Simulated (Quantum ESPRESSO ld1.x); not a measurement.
The numbers below are computed, except where a source is named.
Problem. Orbital eigenvalues (eV) of neutral niobium, [Kr] 4d4 5s1, of relativity; Dirac values are averaged over j with weights 2j + 1. Spin-unpolarised spherical Kohn-Sham, PBEsol, point nucleus, ld1.x of Quantum ESPRESSO 7.5. A level marked "c x" has the speed of light scaled by that factor and shares open shells by 2j + 1; other Dirac levels either fill j = l - 1/2 first or share by 2j + 1.

| shell | non-rel. |
|---|---|
| 1s | -18348 |
| 2s | -2525.0 |
| 2p | -2320.4 |
| 3s | -419.41 |
| 3p | -341.66 |
| 3d | -199.43 |
| 4s | -55.326 |
| 4p | -33.895 |
| 5s | -3.7460 |
| 4d | -3.2541 |
| 5p (empty) | -1.0663 |

Give the values at the level "Dirac, c x 0.75".

Solution. 
shell       Dirac, c x 0.75  change of magnitude (%)
1s                   -19160                    +4.43
2s                  -2715.4                    +7.54
2p                  -2371.3                    +2.19
3s                  -454.30                    +8.32
3p                  -350.77                    +2.67
3d                  -193.49                    -2.98
4s                  -60.907                   +10.09
4p                  -35.041                    +3.38
5s                  -4.2544                   +13.57
4d                  -2.9114                   -10.53
5p (empty)          -1.1102                    +4.12
